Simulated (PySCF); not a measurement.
CaF, SMILES [F][Ca+], charge +1. Heavy atoms are numbered as in [Ca+:1][F:2].

Geometry optimised at PBE-D3(BJ)/def2-TZVPD. The spin state was assumed, not searched.

Level of theory: HF/pcSseg-2 in PySCF.

GIAO shieldings, no solvent; atoms alike by connectivity are averaged. δ = σ(ref) − σ: ¹⁹F against CFCl3 (σ = 237.3 ppm), references at their B3LYP-D3(BJ)/def2-TZVP geometries, non-relativistic.

| nucleus | atoms | count | δ (ppm) |
|---|---|---|---|
| ¹⁹F | F2 | 1 | 124.5 |
